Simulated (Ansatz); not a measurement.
NbO4H3, relaxed as a singlet with RKS PBE-D4/def2-SVP in Ansatz, starting from the GFN1-xTB geometry. Force threshold 0.02 eV/Å.

In the def2 sets Nb takes a core potential; there is no spin–orbit coupling. The structure holds 2 bonds between oxygen atoms, so isomers without such links may lie far lower. No other spin state of charge 0 was run. Another isomer (singlet) lies 4.71 eV lower at PBE0-D4/def2-TZVP; other spin states weren't run for this one.

Start:

```xyz
8

Nb   -0.324   -0.214    0.103
O    -1.499   -0.332    1.451
O     1.239   -0.793   -0.602
O    -0.605    0.640    1.646
O     1.536    0.466   -0.103
H     1.657    1.003   -0.909
H    -1.081   -1.587   -0.509
H    -0.924    0.817   -1.076
```

Q: Estimate the energy that the relaxation releases and the steps that it takes.

A: 1.97 eV, in 11 steps; 14 s on 4 threads of Arm Neoverse V2 on a shared host. No frequencies were taken in this run, so the end may be a saddle point.

Q: Does the start keep its bonding?

A: By distances, no bond broke or formed. The bond that changes most is Nb1–O5, from 1.99 to 2.27 Å (atoms count from 1).

Q: Predict the relaxed structure.

A: 
```xyz
8

Nb   -0.434   -0.061    0.073
O    -1.591   -0.538    1.528
O     1.284   -0.836   -0.448
O    -0.746    0.601    1.839
O     1.722    0.579   -0.206
H     1.946    0.872   -1.120
H    -1.055   -1.625   -0.483
H    -1.128    1.009   -1.183
```
Bond lengths: 4 × Nb–O 1.91 to 2.27 Å; 2 × O–O 1.45 to 1.50 Å; 2 × H–Nb 1.77 to 1.79 Å; 1 × H–O 0.98 Å.
